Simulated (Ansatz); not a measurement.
Geometry optimisation, RKS PBE0-D4/def2-SVP in Ansatz.

Input file:

```yaml
crystal:
  periodic: [false, false, false]
  atoms:
    - { symbol: F, position_ang: [1.4918, -0.346, 2.1182] }
    - { symbol: B, position_ang: [0.8229, 0.0342, 0.8441] }
    - { symbol: "N", position_ang: [-0.6623, 0.4095, 0.463] }
    - { symbol: C, position_ang: [-0.3383, -0.2568, -0.7635] }
    - { symbol: O, position_ang: [0.9034, -0.5965, -0.5318] }
    - { symbol: H, position_ang: [-0.6382, 1.4556, 0.3001] }
    - { symbol: H, position_ang: [1.50149, 0.94623, 1.12089] }
    - { symbol: H, position_ang: [-0.4702, 0.4214, -1.6515] }
basis:
  gaussian: { orbitals: def2-SVP }
hamiltonian:
  xc: pbe0
  dispersion: d4
relax:
  f_tol: 0.02
  max_steps: 50
```

Command:

```bash
$ ansatz run input.yaml --threads 2 --pin off --max-ram 3072MiB --backend cpu --events-out ev --progress --plain --runs-dir out
```

Task: Where does it end, and by what steps?

Result: The forces met the threshold. After 12 steps the energy has fallen by 3.995 eV; F1 moved furthest, 0.62 Å.

| step | energy less start (eV) | largest force component (eV/Å) | accepted |
| --- | --- | --- | --- |
| 0 | 0.0000 | 6.020 | yes |
| 1 | -2.2052 | 3.726 | yes |
| 2 | -3.2879 | 2.528 | yes |
| 3 | -3.7926 | 1.446 | yes |
| 4 | -3.8970 | 1.388 | yes |
| 5 | -3.9608 | 0.534 | yes |
| 6 | -3.9778 | 0.568 | yes |
| 7 | -3.9845 | 0.336 | yes |
| 8 | -3.9947 | 0.099 | yes |
| 9 | -3.9951 | 0.058 | yes |
| 10 | -3.9953 | 0.034 | yes |
| 11 | -3.9953 | 0.022 | yes |
| 12 | -3.9953 | 0.004 | yes |

```xyz
8
Properties=species:S:1:pos:R:3
F 0.982 -0.670 1.963
B 1.032 0.185 0.926
N -0.396 0.693 0.386
C -0.099 0.041 -0.697
O 1.007 -0.566 -0.494
H -1.163 1.334 0.536
H 1.885 1.048 0.934
H -0.639 0.003 -1.656
```

Whether the end is a true minimum wasn't checked by a vibrational analysis.

The run took 40 s on 2 threads of Intel(R) Xeon(R) Platinum 8259CL CPU @ 2.50GHz (Skylake/Cascade Lake), with other jobs on the host, peak memory 0.19 GiB.
